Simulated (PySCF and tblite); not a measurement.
Values are calculated unless marked as measured or tabulated.
C5H5FO2, numbered as in [CH2:1]=[CH:2][C@:3]1([F:4])[O:5][CH2:6][C:7]1=[O:8].

Free energies: PBE0-D3(BJ)/def2-SVP (IEF-PCM, water) on GFN2-xTB structures plus GFN2-xTB thermal terms, symmetry and mirror images included. Conformers within 3 kcal/mol (GFN2-xTB free energy) were kept, 10 at most. GIAO shieldings: WP04/pcSseg-1 (IEF-PCM, water). Shifts are against TMS (¹H), TMS (¹³C) at the same level; of two unlike H on one atom, a is the less shielded. Run with PySCF (density fitting) and tblite.

Task: What shifts does this protocol give at 298.15 K under fast conformational exchange?

Result: ¹H: 6.10 (H1a, 1H), 6.08 (H2, 1H), 5.97 (H1b, 1H), 5.82 (H6a, 1H), 5.56 (H6b, 1H) ppm. ¹³C: 211.2 (C7), 141.1 (C3), 135.3 (C2), 132.2 (C1), 94.9 (C6) ppm.

Task: How do the conformers differ?

Result: Torsions listed: C1–C2–C3–F4. The 4-ring runs over atoms 3–5–6–7.
```
conformer              shape  weight %
        1  4-ring flat; 138°      72.0
        2  4-ring flat; -23°      28.0
```

| signal | 1 | 2 | average |
| --- | --- | --- | --- |
| H1a | 6.15 | 5.98 | 6.10 |
| H1b | 6.00 | 5.90 | 5.97 |
| H2 | 6.07 | 6.10 | 6.08 |
| H6a | 5.82 | 5.82 | 5.82 |
| H6b | 5.53 | 5.61 | 5.56 |
| C1 | 132.5 | 131.4 | 132.2 |
| C2 | 134.8 | 136.6 | 135.3 |
| C3 | 141.1 | 140.9 | 141.1 |
| C6 | 94.6 | 95.7 | 94.9 |
| C7 | 210.6 | 212.4 | 211.2 |

Shifts are unscaled: against experiment ¹³C can be off by 15 ppm or more and ¹H by 0.8 ppm.


Conformer gaps in def2-SVP on xTB geometries can be 2 kcal/mol too large for S=O, P=O and other polar bonds.